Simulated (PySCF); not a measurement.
CdF2, SMILES [F][Cd][F]. Coordinates come from a PBE0-D3(BJ)/def2-TZVP optimisation. The def2 effective core potentials stand for the cores of Cd; spin–orbit coupling is left out.

Computed equilibrium geometry at PBE0-D3(BJ)/def2-TZVP (PySCF confirms it by a frequency run) as a Z-matrix, and its point group:
point group D∞h.
```
Cd
F 1 1.9216
F 1 1.9216 2 180.00
```
Charge 0, spin multiplicity 1.
